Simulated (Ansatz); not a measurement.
`C[C@]1(Cl)[SiH2][C@@H]1F` → `C=CC[SiH](F)Cl`  (isomerisation)

Isolated molecules relaxed with PBE0-D4/def2-TZVP in Ansatz; ΔE leaves out vibrations. CCSD(T)/CBS is the MP2 limit (def2-TZVPP, def2-QZVPP) plus CCSD(T) − MP2 in def2-TZVPP, frozen cores. DFT in def2-TZVPP. B3LYP here is the variant with VWN-RPA as its local correlation; programs differ in this. Each species was taken in one conformer, which may not be the lowest.

```
             level  ΔE (kJ/mol)  difference from CCSD(T)/CBS
            PBE-D4       -410.7                         43.9
           PBE0-D4       -424.9                         29.7
          B3LYP-D4       -447.7                          6.9
           ωB97M-V       -442.7                         11.9
               PBE       -412.3                         42.3
            r2SCAN       -438.1                         16.5
    MP2/def2-TZVPP       -456.9                         -2.3
SCS-MP2/def2-TZVPP       -458.9                         -4.3
   CCSD/def2-TZVPP       -457.7                         -3.1
CCSD(T)/def2-TZVPP       -450.7                          3.9
       CCSD(T)/CBS       -454.6                            0
```

Largest T1 diagnostic among the species: 0.012.

From PBE to PBE0 (25 % exact exchange), in def2-TZVPP and without D4, ΔE moves by −13.9 kJ/mol. In def2-TZVPP, CCSD(T) changes the Hartree–Fock value by +44.8 kJ/mol (the triples alone add +7.0 kJ/mol) and MP2 by +38.6 kJ/mol.
